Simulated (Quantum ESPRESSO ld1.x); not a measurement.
The numbers below are computed, except where a source is named.
All-electron atom: In+ in [Kr] 4d10 5s2. Level of theory: scalar-relativistic Kohn-Sham, LDA (Slater exchange, Perdew-Zunger correlation), spin-unpolarised, spherical densities, point nucleus (ld1.x of Quantum ESPRESSO 7.5).

Normalised radial functions P(r) = r R(r), r in bohr:

```
   r/bohr * 3s, o 3p, + 5s (the largest magnitude, 1.92, reaches the edge; | marks zero, & curves that meet)
 0.001183                             & *
 0.001807                             &  *
 0.002784                             o+  *
 0.004254                             o+   *
 0.006501                             |&     *
  0.01001                             |+o      *
   0.0153                             |+ o     *
  0.02338                             |+    o*
  0.03601                             +*        o
  0.05503                    *       +|             o
  0.08477              *            + |            o
   0.1295                     *      +|  o
   0.1979             o               | +          *
   0.3049   o                         |  +                       *
   0.4659           o               + |                 *
   0.7176                        &    |    *
    1.097                             &+
    1.676                             &        +
    2.581                             &        +
    3.944                             &   +
    6.027                             &+
```

3s: eigenvalue -794.82 eV, 2 radial nodes at r = 0.0375, 0.156 bohr, <r> = 0.349 bohr, 90 % of the charge inside 0.514 bohr. 3p: eigenvalue -656.30 eV, 1 radial node at r = 0.139 bohr, <r> = 0.348 bohr, 90 % of the charge inside 0.523 bohr. 5s: eigenvalue -15.308 eV, 4 radial nodes at r = 0.0372, 0.148, 0.401, 1.02 bohr, <r> = 2.46 bohr, 90 % of the charge inside 3.63 bohr.
